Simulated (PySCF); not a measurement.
**Fractional electron number in Fe (iron, neutral)**

The 4s beta orbital of [Ar] 3d6 4s2 is emptied in steps (occupation f), with all orbitals relaxed, ending at [Ar] 3d6 4s1. Computed with PySCF 2.14 in aug-cc-pVTZ, with no relativity, point nucleus. The exact energy is a straight line in f; departures are measured from the line between the end points of the same method.

```csv
f,PBE0 (eV),LC-wPBE (eV)
1,0.000,0.000
0.75,-0.397,0.017
0.5,-0.531,0.018
0.25,-0.398,0.007
0,0.000,0.000
```

Q: For LC-wPBE, how does the orbital energy at f = 1 compare with the removal energy?

A: −ε = 7.470 eV against a total-energy difference of 7.374 eV. By Janak's theorem ε = ∂E/∂f, so the gap between them reflects the curvature. Along the path −ε is 7.412 (f = 0.75), 7.348 (f = 0.5), 7.327 (f = 0.25) eV.

```json
{"method": "PBE0", "E(f=0) − E(f=1) (eV)": "7.541", "−ε at f=1 (eV)": "5.409", "−ε at f=0.5 (eV)": "7.537"}
{"method": "LC-wPBE", "E(f=0) − E(f=1) (eV)": "7.374", "−ε at f=1 (eV)": "7.470", "−ε at f=0.5 (eV)": "7.348"}
```

Reference removal energy between the ground levels: 7.902 eV (measured; NIST Atomic Spectra Database, ionization energies). The calculation has no spin-orbit coupling.
